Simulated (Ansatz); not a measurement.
The cluster HfS2, relaxed as a triplet with UKS PBE0-D4/def2-TZVP in Ansatz, starting from the PBE0-D4/def2-TZVP geometry of the neutral singlet. Force threshold 0.02 eV/Å.

In the def2 sets Hf takes a core potential; there is no spin–orbit coupling. At PBE0-D4/def2-TZVP a singlet of charge 0 lies 0.90 eV below the triplet, each at its own geometry. The structure comes from a short search, and lower isomers may exist.

Start:

```xyz
3

Hf    0.639   -0.490    0.243
S     0.574    0.651   -1.653
S    -1.213   -0.161    1.410
```

```json
{"step": "1", "energy (eV)": "-22970.2674", "largest force component (eV/Å)": "1.402", "SCF passes": "20"}
{"step": "2", "energy (eV)": "-22970.3957", "largest force component (eV/Å)": "0.629", "SCF passes": "35"}
{"step": "3", "energy (eV)": "-22970.4400", "largest force component (eV/Å)": "0.676", "SCF passes": "36"}
{"step": "4", "energy (eV)": "-22970.4571", "largest force component (eV/Å)": "0.095", "SCF passes": "30"}
{"step": "5", "energy (eV)": "-22970.4574", "largest force component (eV/Å)": "0.003", "SCF passes": "26"}
```

Force components are those of the run's own axes.

End:

```
atom   x (Å)   y (Å)   z (Å)
 Hf1   0.804  -0.617   0.306
  S2   0.386   0.666  -1.503
  S3  -1.190  -0.049   1.197
```

By distances, no bond broke or formed. The bond that changes most is Hf1–S3, from 2.21 to 2.26 Å (atoms count from 1).

No frequencies were taken in this run, so the end may be a saddle point.

Run time 3.4 s (4 threads of AMD EPYC 9R45 on a shared host).
